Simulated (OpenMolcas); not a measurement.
Consider [Cu2(μ-Br)2(H2O)4]2+, a planar model complex in vacuum (2 bridging Br, bridge angle 86°, metal-metal distance 3.42 Å, Cu–Br 2.50 Å; typed geometry, not optimised).

```xyz
16

Cu    -1.7077     0.0000     0.0000
Cu     1.7077     0.0000     0.0000
Br     0.0000     1.8313     0.0000
Br     0.0000    -1.8313     0.0000
O     -3.0936     1.3859     0.0000
H     -3.5064     1.7987     0.7747
H     -3.5064     1.7987    -0.7747
O     -3.0936    -1.3859     0.0000
H     -3.5064    -1.7987     0.7747
H     -3.5064    -1.7987    -0.7747
O      3.0936     1.3859     0.0000
H      3.5064     1.7987     0.7747
H      3.5064     1.7987    -0.7747
O      3.0936    -1.3859     0.0000
H      3.5064    -1.7987     0.7747
H      3.5064    -1.7987    -0.7747
```

Give the energies of the total-spin states at CASSCF(2,2) on the singly occupied d orbitals (ANO-RCC-VDZP on Cu, O and ANO-RCC-VDZ on Br, H, scalar-relativistic DKH2, RICD, no spin-orbit coupling, OpenMolcas), and the exchange constant.

Local spins 1/2 and 1/2.

```csv
total S,E (cm⁻¹),"natural occupations, lowest and highest"
1,0.0,"1.000, 1.000"
0,7.5,"0.984, 1.016"
```

J = 3.8 cm⁻¹ (ferromagnetic).

J is defined by H = −2J S1·S2, so negative values are antiferromagnetic. Wave-function values come from the highest and lowest total spin; broken-symmetry values use Yamaguchi's formula with the computed ⟨S²⟩. The active space holds the singly occupied metal orbitals alone, without bridging-ligand orbitals. No row is a measured value.
